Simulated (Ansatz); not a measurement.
Gas-phase reaction in SMILES: CCCO → [CH2]CC + [OH] (HO) (the C-O bond at the site shown breaks; other sites are not compared here)
Each molecule is optimised on its own at B3LYP-D3(BJ)/def2-TZVP (Ansatz, a first-principles code), one conformer each, not searched for the lowest.

Wanted: bond dissociation energy (electronic energy difference), in eV. Cores are frozen in the correlated levels unless marked. UHF or UKS for open shells. No spin-orbit coupling. No relativistic terms. CBS marks a two-point X^-3 extrapolation of the correlation energy; Hartree-Fock from the larger set. [CCSD(T)-MP2]/basis is that difference in the basis named.

| level | program | bond dissociation energy (eV) |
|---|---|---|
| SVWN5/def2-TZVPD | Ansatz | ? |
| PBE/def2-TZVPD | Ansatz | 4.32 |
| PBE-D3(BJ)/def2-TZVPD | Ansatz + dftd3 | 4.36 |
| BLYP-D3(BJ)/def2-TZVPD | Ansatz + dftd3 | 4.13 |
| BLYP-D4/def2-TZVPD | Ansatz + dftd4 | 4.13 |
| revPBE-D4/def2-TZVPD | Ansatz + dftd4 | 4.15 |
| revPBE/def2-TZVPD | Ansatz | 4.02 |
| r2SCAN-D4/def2-TZVPD | Ansatz + dftd4 | 4.04 |
| PBE0/STO-3G | Ansatz | 4.53 |
| BHLYP-D4/def2-TZVPD | Ansatz + dftd4 | 3.88 |
| CAM-B3LYP-D4/def2-TZVPD | Ansatz + dftd4 | ? |
| LC-wPBE/def2-TZVPD | Ansatz | 4.20 |
| B2GP-PLYP-D3(BJ)/def2-TZVPD | Ansatz + dftd3 | 4.23 |
| B2GP-PLYP-D4/def2-TZVPD | Ansatz + dftd4 | 4.23 |
| PBE-QIDH/def2-TZVPD | Ansatz | 4.27 |
| RI-MP2/CBS(cc-pVTZ,cc-pVQZ)+[CCSD(T)-MP2]/cc-pVTZ | Ansatz | ? |

Complete the blanks.


- SVWN5/def2-TZVPD, bond dissociation energy (eV): 5.34
- CAM-B3LYP-D4/def2-TZVPD, bond dissociation energy (eV): 4.22
- RI-MP2/CBS(cc-pVTZ,cc-pVQZ)+[CCSD(T)-MP2]/cc-pVTZ, bond dissociation energy (eV): 4.38
